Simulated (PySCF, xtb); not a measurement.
B₂H₄, charge -1, multiplicity 2. Atoms are numbered in the order given.

```xyz
6

B      0.0000     0.0000     0.8215
B      0.0000     0.0000    -0.8215
H      0.0000     1.0195     1.5014
H      0.0000    -1.0195     1.5014
H      0.0000     1.0195    -1.5014
H      0.0000    -1.0195    -1.5014
```
Charge -1, spin multiplicity 2.

Geometry optimised at r2SCAN-D4/def2-TZVPD.

The numbers are results of C-PCM-B3LYP/def2-TZVPD in PySCF, not measurements.

The values are the electrostatic part of the solvation free energy, E(continuum) − E(gas) at the gas-phase geometry, in a cavity of scaled van der Waals radii (PySCF's table); cavitation and dispersion terms are not included.

```json
[
 {"solvent": "water", "ε": "78.36", "ΔG(elec) (kcal/mol)": "-55.9"},
 {"solvent": "2-propanol", "ε": "19.26", "ΔG(elec) (kcal/mol)": "…"},
 {"solvent": "methanol", "ε": "32.61", "ΔG(elec) (kcal/mol)": "-54.9"}
]
```

**Question.** Some entries are withheld; supply them. (Estimate from the structure and the level; the computed values follow.)

**Answer.** 
- 2-propanol, ΔG(elec) (kcal/mol): -53.7

For comparison, GFN2-xTB/ALPB(water) (xtb, at the GFN2-xTB geometry, all terms of that model) gives -67.1 kcal/mol.
